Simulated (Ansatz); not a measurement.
Cost and result for the atomization energy of `FC(Br)CI` (8 atoms, 7 bonds).

```xyz
8

F    -1.1441   -1.3892   -0.4138
C    -0.7467   -0.1493   -0.0137
Br   -1.2869    0.1052    1.8340
C     0.7450   -0.0566   -0.1873
I     1.4588    1.9328    0.0390
H    -1.2933    0.5968   -0.5897
H     0.9983   -0.3603   -1.2024
H     1.2689   -0.6793    0.5338
```

The species carries charge 0 and has multiplicity 1. Correlated methods include outer-core shells of Br, I, which these sets cover unevenly. Scalar relativity is left out up to krypton. I: def2 effective core potential. Geometry: relaxed with PBE0-D4/def2-TZVP. It is one conformer, not always the lowest. Program: Ansatz. All runs use 4 threads of an Intel Xeon on a shared host. Times are those of one run each, without the atoms' runs, and a repeat can differ threefold. Electronic energies, without spin–orbit coupling; frozen cores. CCSD(T)/CBS adds CCSD(T) − MP2 in def2-TZVPP to the MP2 limit, and its time is that of the two runs behind it. T1 = 0.009. With those shells the extrapolation isn't a true limit. B3LYP takes the VWN-RPA correlation (the form of Gaussian; ORCA's B3LYP/G).

CCSD(T)/CBS is a level of theory with its own doubt, some kJ/mol a heavy atom from the limit and from the frozen cores, so smaller differences don't rank the functionals.

```csv
level,functions,wall time,atomization (kJ/mol),difference from CCSD(T)/CBS,per bond
PBE-D4/def2-TZVPP (with forces),233,2.7 s,2788.4,84.2,12.0
PBE0-D4/def2-TZVPP,233,3.5 s,2714.7,10.5,1.5
r2SCAN-D4/def2-TZVPP (with forces),233,4.7 s,2703.8,-0.4,-0.1
B3LYP-D4/def2-TZVPP (with forces),233,5.5 s,2669.7,-34.5,-4.9
B2PLYP/def2-TZVPP,233,7 s,2646.4,-57.8,-8.2
ωB97X-V/def2-TZVPP,233,8.5 s,2686.6,-17.6,-2.5
ωB97M-V/def2-TZVPP (with forces),233,12 s,2680.9,-23.3,-3.3
MP2/def2-QZVPP,432,25 s,2753.9,49.7,7.1
CCSD(T)/def2-TZVPP,233,3.4 min,2618.4,-85.8,-12.2
CCSD(T)/CBS(def2),–,3.8 min,2704.2,0.0,0.0
```

In def2-TZVPP, CCSD(T) changes the Hartree–Fock value by +761.2 kJ/mol (the triples alone add +59.3 kJ/mol) and MP2 by +846.8 kJ/mol; breaking electron pairs costs correlation energy, which Hartree–Fock lacks. The D4 term adds +36.5 kJ/mol with B3LYP and +18.9 kJ/mol with PBE0; it sums over pairs of atoms, weighted by their polarisabilities, and B3LYP, whose exchange is more repulsive, gets the larger term. From PBE to PBE0 (25 % exact exchange), in def2-TZVPP and without D4, the atomization energy moves by −70.4 kJ/mol: exact exchange takes away binding that semilocal exchange gives to molecules.

Spin–orbit coupling would lower the free I atoms strongly, and the atomization energy with them, by more than many differences here.
